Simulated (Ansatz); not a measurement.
Born–Oppenheimer molecular dynamics of C2H9BO2 (14 atoms, charge 0, multiplicity 1). It starts from a rough guess of a transition structure, not a stationary point.

Theory: UKS PBE/STO-3G (Ansatz).

| Quantity | Value |
| --- | --- |
| ensemble | NVE (velocity Verlet) |
| time step | 0.5 fs |
| steps asked | 150 |
| starting velocities drawn for | 300 K |
| seed | 871981 |

Frames 0.5 fs apart, positions in Å, forces in eV/Å.

Velocities at 0.0 fs (Å/ps):

```
B 0.37 -3.53 -5.08
C -4.94 8.65 2.03
C -1.47 -4.52 0.52
O -2.84 0.47 -0.21
O 2.31 -4.01 -0.57
H 14.43 -0.40 7.49
H 17.14 23.21 19.38
H 24.87 14.59 -29.18
H -17.57 -14.30 29.94
H 5.67 5.50 1.85
H 1.08 7.88 -0.82
H 31.54 -12.98 4.51
H 6.97 23.09 5.98
H -3.25 -1.83 -2.73
```

```xyz
14
Properties=species:S:1:pos:R:3:forces:R:3 time_fs=0.0 energy_less_start_eV=0.000 T=300
B -1.089 0.254 0.191 -0.53 -1.54 0.63
C 0.589 -0.515 0.366 -0.57 -0.95 -0.09
C 1.564 -0.216 -0.772 0.25 -0.02 0.04
O -1.542 0.109 -1.107 4.18 -0.98 -0.76
O -1.951 0.072 1.263 -2.64 0.46 -3.17
H 0.074 0.794 0.344 0.25 2.66 0.14
H -0.449 1.627 0.319 0.50 0.21 0.08
H 1.054 -0.346 1.344 0.21 0.13 0.48
H 0.352 -1.582 0.327 -0.36 -0.53 0.00
H 1.069 -0.385 -1.724 -0.32 -0.12 -0.74
H 1.907 0.818 -0.751 0.20 0.66 0.00
H 2.442 -0.860 -0.719 0.56 -0.39 -0.01
H -2.474 0.284 -1.197 -3.82 0.84 0.15
H -1.544 -0.056 2.116 2.09 -0.42 3.27
14
Properties=species:S:1:pos:R:3:forces:R:3 time_fs=0.5 energy_less_start_eV=-0.040 T=326
B -1.089 0.252 0.188 -0.38 -1.46 0.82
C 0.586 -0.510 0.367 -0.67 -1.54 -0.36
C 1.564 -0.218 -0.772 0.84 -0.11 0.09
O -1.543 0.109 -1.107 4.02 -0.98 -0.82
O -1.950 0.070 1.262 -2.55 0.45 -3.06
H 0.081 0.797 0.348 0.04 2.83 0.15
H -0.440 1.639 0.329 0.54 0.05 0.05
H 1.067 -0.338 1.330 0.23 0.17 0.76
H 0.343 -1.590 0.342 -0.21 -0.06 -0.02
H 1.071 -0.382 -1.724 -0.35 -0.17 -0.83
H 1.908 0.823 -0.752 0.12 0.40 0.02
H 2.458 -0.867 -0.717 0.00 -0.02 -0.04
H -2.475 0.296 -1.194 -3.68 0.86 0.15
H -1.544 -0.058 2.119 2.02 -0.39 3.09
14
Properties=species:S:1:pos:R:3:forces:R:3 time_fs=1.0 energy_less_start_eV=-0.143 T=390
B -1.089 0.250 0.186 -0.13 -1.50 1.01
C 0.584 -0.506 0.368 -0.79 -2.05 -0.54
C 1.563 -0.221 -0.772 1.34 -0.15 0.07
O -1.543 0.109 -1.107 3.21 -0.84 -0.96
O -1.950 0.068 1.262 -2.25 0.37 -2.37
H 0.089 0.807 0.353 -0.18 2.99 0.15
H -0.430 1.651 0.339 0.61 -0.06 0.03
H 1.080 -0.330 1.318 0.22 0.20 0.96
H 0.333 -1.597 0.357 -0.05 0.38 -0.04
H 1.073 -0.380 -1.726 -0.32 -0.21 -0.83
H 1.909 0.829 -0.752 0.03 0.11 0.03
H 2.474 -0.874 -0.715 -0.51 0.31 -0.07
H -2.485 0.311 -1.190 -2.90 0.74 0.21
H -1.538 -0.060 2.128 1.70 -0.28 2.36
14
Properties=species:S:1:pos:R:3:forces:R:3 time_fs=1.5 energy_less_start_eV=-0.269 T=470
B -1.089 0.247 0.184 0.19 -1.66 1.20
C 0.581 -0.503 0.369 -0.91 -2.45 -0.63
C 1.563 -0.223 -0.772 1.70 -0.15 -0.04
O -1.543 0.109 -1.108 2.01 -0.58 -1.15
O -1.950 0.066 1.260 -1.81 0.26 -1.32
H 0.096 0.824 0.357 -0.39 3.16 0.16
H -0.418 1.663 0.349 0.71 -0.10 0.02
H 1.093 -0.322 1.308 0.15 0.21 1.05
H 0.323 -1.605 0.372 0.11 0.74 -0.07
H 1.073 -0.378 -1.730 -0.25 -0.23 -0.75
H 1.910 0.835 -0.752 -0.05 -0.18 0.03
H 2.490 -0.880 -0.713 -0.94 0.58 -0.09
H -2.502 0.328 -1.186 -1.74 0.52 0.30
H -1.528 -0.063 2.144 1.22 -0.12 1.28
14
Properties=species:S:1:pos:R:3:forces:R:3 time_fs=2.0 energy_less_start_eV=-0.384 T=544
B -1.089 0.244 0.182 0.54 -1.94 1.36
C 0.578 -0.500 0.370 -1.03 -2.71 -0.62
C 1.563 -0.225 -0.771 1.90 -0.12 -0.22
O -1.543 0.109 -1.109 0.71 -0.25 -1.32
O -1.950 0.065 1.259 -1.34 0.16 -0.19
H 0.102 0.848 0.362 -0.58 3.31 0.17
H -0.404 1.674 0.359 0.82 -0.08 0.02
H 1.108 -0.313 1.301 0.02 0.21 1.03
H 0.314 -1.610 0.386 0.27 1.01 -0.10
H 1.074 -0.377 -1.736 -0.15 -0.23 -0.59
H 1.911 0.840 -0.752 -0.12 -0.44 0.04
H 2.503 -0.885 -0.711 -1.27 0.78 -0.11
H -2.523 0.345 -1.181 -0.48 0.25 0.39
H -1.515 -0.067 2.163 0.70 0.05 0.13
14
Properties=species:S:1:pos:R:3:forces:R:3 time_fs=2.5 energy_less_start_eV=-0.482 T=608
B -1.089 0.241 0.181 0.90 -2.34 1.48
C 0.575 -0.497 0.370 -1.13 -2.83 -0.51
C 1.563 -0.228 -0.771 1.93 -0.06 -0.44
O -1.543 0.109 -1.109 -0.47 0.11 -1.43
O -1.950 0.063 1.257 -0.90 0.11 0.82
H 0.107 0.880 0.368 -0.70 3.43 0.19
H -0.389 1.686 0.369 0.95 0.03 0.02
H 1.122 -0.304 1.296 -0.17 0.19 0.91
H 0.305 -1.613 0.401 0.41 1.17 -0.14
H 1.074 -0.376 -1.743 -0.02 -0.22 -0.37
H 1.912 0.845 -0.753 -0.18 -0.64 0.04
H 2.513 -0.888 -0.710 -1.48 0.90 -0.12
H -2.545 0.363 -1.176 0.64 -0.04 0.44
H -1.501 -0.070 2.182 0.22 0.19 -0.90
14
Properties=species:S:1:pos:R:3:forces:R:3 time_fs=3.0 energy_less_start_eV=-0.582 T=674
B -1.088 0.237 0.179 1.23 -2.84 1.55
C 0.571 -0.496 0.371 -1.20 -2.80 -0.35
C 1.564 -0.230 -0.771 1.81 0.02 -0.68
O -1.542 0.109 -1.110 -1.41 0.46 -1.45
O -1.950 0.061 1.256 -0.54 0.11 1.61
H 0.111 0.921 0.374 -0.74 3.47 0.20
H -0.371 1.697 0.379 1.04 0.24 0.04
H 1.136 -0.294 1.293 -0.40 0.17 0.72
H 0.297 -1.613 0.415 0.53 1.23 -0.17
H 1.073 -0.376 -1.751 0.13 -0.20 -0.12
H 1.912 0.847 -0.753 -0.22 -0.79 0.05
H 2.519 -0.889 -0.709 -1.58 0.94 -0.12
H -2.566 0.382 -1.169 1.53 -0.29 0.45
H -1.486 -0.072 2.198 -0.18 0.29 -1.72
14
Properties=species:S:1:pos:R:3:forces:R:3 time_fs=3.5 energy_less_start_eV=-0.715 T=760
B -1.087 0.233 0.179 1.51 -3.40 1.55
C 0.568 -0.494 0.371 -1.24 -2.63 -0.16
C 1.565 -0.232 -0.771 1.56 0.11 -0.91
O -1.542 0.108 -1.112 -2.09 0.79 -1.38
O -1.951 0.059 1.254 -0.24 0.15 2.14
H 0.112 0.970 0.380 -0.64 3.35 0.22
H -0.350 1.709 0.389 1.05 0.62 0.07
H 1.149 -0.284 1.292 -0.66 0.14 0.48
H 0.290 -1.610 0.429 0.63 1.18 -0.21
H 1.074 -0.377 -1.759 0.26 -0.18 0.13
H 1.912 0.848 -0.753 -0.24 -0.88 0.05
H 2.521 -0.887 -0.708 -1.57 0.90 -0.11
H -2.583 0.399 -1.161 2.15 -0.51 0.43
H -1.472 -0.074 2.211 -0.49 0.36 -2.30
14
Properties=species:S:1:pos:R:3:forces:R:3 time_fs=4.0 energy_less_start_eV=-0.894 T=875
B -1.087 0.227 0.178 1.72 -3.94 1.50
C 0.564 -0.493 0.372 -1.23 -2.31 0.04
C 1.567 -0.235 -0.771 1.18 0.20 -1.11
O -1.542 0.108 -1.113 -2.52 1.07 -1.23
O -1.951 0.057 1.254 -0.02 0.22 2.43
H 0.112 1.027 0.387 -0.31 2.90 0.23
H -0.327 1.723 0.399 0.88 1.26 0.11
H 1.160 -0.273 1.292 -0.91 0.10 0.24
H 0.285 -1.604 0.442 0.69 1.04 -0.24
H 1.074 -0.377 -1.767 0.38 -0.17 0.35
H 1.911 0.847 -0.752 -0.24 -0.89 0.05
H 2.520 -0.884 -0.707 -1.45 0.79 -0.10
H -2.595 0.415 -1.152 2.53 -0.68 0.38
H -1.458 -0.076 2.218 -0.70 0.40 -2.64
14
Properties=species:S:1:pos:R:3:forces:R:3 time_fs=4.5 energy_less_start_eV=-1.106 T=1009
B -1.085 0.221 0.178 1.86 -4.37 1.40
C 0.559 -0.493 0.372 -1.17 -1.86 0.21
C 1.569 -0.237 -0.771 0.71 0.30 -1.25
O -1.543 0.108 -1.115 -2.72 1.30 -1.02
O -1.952 0.056 1.253 0.15 0.31 2.51
H 0.111 1.091 0.394 0.35 1.94 0.21
H -0.302 1.739 0.410 0.38 2.30 0.16
H 1.169 -0.263 1.293 -1.15 0.06 0.00
H 0.282 -1.596 0.454 0.71 0.80 -0.26
H 1.076 -0.379 -1.774 0.48 -0.15 0.54
H 1.910 0.844 -0.752 -0.23 -0.83 0.05
H 2.516 -0.878 -0.707 -1.23 0.60 -0.07
H -2.600 0.430 -1.142 2.69 -0.81 0.30
H -1.447 -0.076 2.219 -0.83 0.41 -2.79
14
Properties=species:S:1:pos:R:3:forces:R:3 time_fs=5.0 energy_less_start_eV=-1.314 T=1141
B -1.083 0.214 0.178 1.94 -4.63 1.26
C 0.555 -0.493 0.372 -1.03 -1.27 0.35
C 1.571 -0.239 -0.772 0.15 0.41 -1.34
O -1.544 0.109 -1.117 -2.73 1.47 -0.78
O -1.952 0.054 1.253 0.25 0.39 2.41
H 0.111 1.159 0.402 1.37 0.34 0.16
H -0.277 1.761 0.421 -0.53 3.80 0.22
H 1.175 -0.252 1.294 -1.34 0.02 -0.19
H 0.280 -1.586 0.466 0.69 0.48 -0.27
H 1.079 -0.380 -1.780 0.54 -0.14 0.67
H 1.908 0.839 -0.752 -0.19 -0.71 0.05
H 2.508 -0.872 -0.706 -0.89 0.35 -0.03
H -2.600 0.442 -1.132 2.67 -0.89 0.22
H -1.437 -0.075 2.213 -0.88 0.40 -2.73
14
Properties=species:S:1:pos:R:3:forces:R:3 time_fs=5.5 energy_less_start_eV=-1.498 T=1262
B -1.081 0.206 0.179 1.97 -4.68 1.10
C 0.550 -0.493 0.373 -0.83 -0.60 0.43
C 1.573 -0.241 -0.773 -0.47 0.51 -1.37
O -1.545 0.109 -1.118 -2.54 1.55 -0.52
O -1.953 0.052 1.253 0.28 0.47 2.12
H 0.114 1.229 0.411 2.58 -1.64 0.06
H -0.252 1.792 0.433 -1.70 5.49 0.31
H 1.178 -0.241 1.294 -1.48 -0.02 -0.34
H 0.280 -1.575 0.478 0.62 0.08 -0.27
H 1.083 -0.382 -1.784 0.56 -0.13 0.74
H 1.905 0.832 -0.751 -0.14 -0.53 0.06
H 2.498 -0.864 -0.706 -0.47 0.04 0.01
H -2.593 0.453 -1.121 2.47 -0.91 0.14
H -1.429 -0.073 2.201 -0.83 0.36 -2.49
```

Of the whole run (75 fs, mean temperature of the second half 2426 K): The conserved energy stayed within 1.3 meV per atom of its start (net change -0.89 meV per atom), so the integration is sound. The system heated up, since it started high on the potential surface and ran downhill. A run of 0.075 ps of so small a system gives no equilibrium averages. The orbitals stay closed-shell, which can raise the energy where a bond breaks towards radicals; this wasn't checked here. Limits of this set-up: minimal basis.

The run took 8.1 min on 1 thread of Arm Neoverse V1, on a shared host, peak memory 0.12 GiB.
